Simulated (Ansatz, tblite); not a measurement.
Forces on Ag₁₃⁺ at its PBE-D4/def2-SVP geometry. Total charge 1; singlet.

In the def2 sets Ag takes a core potential; there is no spin–orbit coupling. The xTB rows come from tblite. Another isomer (singlet) lies 0.73 eV lower at PBE-D4/def2-SVP; other spin states weren't run for this one.

GFN1-xTB (tblite), largest force 0.43 eV/Å:

```xyz
13
positions Å, forces eV/Å
Ag    2.126    1.412   -0.793    0.119    0.169   -0.374
Ag   -0.453    0.115    3.248   -0.184    0.198    0.018
Ag    0.091   -1.940    1.625   -0.073   -0.070   -0.059
Ag    1.668   -1.326   -0.680    0.125   -0.150    0.008
Ag   -2.780   -0.640    0.808   -0.090   -0.023    0.324
Ag   -0.403    0.756    0.339   -0.162    0.114    0.181
Ag    1.888    0.361    1.751    0.281   -0.051    0.273
Ag    0.852    3.243    0.804    0.016    0.029    0.170
Ag    0.277    0.302   -2.654    0.127   -0.175    0.007
Ag   -2.289    0.654   -1.644   -0.331    0.047   -0.154
Ag    0.543   -3.924   -0.183    0.093    0.008   -0.080
Ag   -0.435    2.823   -1.647    0.080   -0.021   -0.001
Ag   -1.086   -1.836   -0.974   -0.001   -0.074   -0.313
```

PBE-D4/def2-SVP (Ansatz), largest force 0.02 eV/Å:

```
Ag 0.015 0.016 -0.006
Ag 0.000 0.005 0.005
Ag -0.003 -0.015 0.009
Ag 0.010 -0.012 -0.005
Ag -0.001 0.005 0.010
Ag -0.017 0.006 0.011
Ag 0.009 -0.001 0.012
Ag -0.007 0.004 -0.005
Ag -0.001 -0.004 -0.008
Ag -0.010 0.009 -0.006
Ag 0.000 -0.001 -0.001
Ag 0.005 0.006 -0.001
Ag 0.000 -0.018 -0.014
```
